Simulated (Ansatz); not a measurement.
Basis-set extrapolation for ClH5O2Si2 (`O[SiH](O)[SiH2]Cl`) (PBE0-D4/def2-TZVP geometry, frozen core, Ansatz). Multiplicity 1, RHF reference.

```tsv
	def2-TZVPP	def2-QZVPP
HF	-1190.263608	-1190.302351
MP2 correlation	-0.908741	-0.987969
CCSD(T) correlation	-0.992093	not run
```

Energies in hartree. Use E(X) = E(∞) + A·exp(−7.88·√X) for Hartree–Fock and E(X) = E(∞) + B·X^(−2.97) for correlation, with X = 3 and 4, and add CCSD(T) minus MP2 of the smaller set to the MP2 limit.

**Question.** What is the CCSD(T) energy at the basis-set limit?

**Answer.** HF limit: -1190.302351 + (-0.038743) × 0.13774 = -1190.30769. MP2 limit: -0.987969 + (-0.079228) × 0.74074 = -1.04666. Higher-order term: -0.992093 − (-0.908741) = -0.08335. Total: -1191.43770 hartree, 477.8 kJ/mol below CCSD(T)/def2-TZVPP.
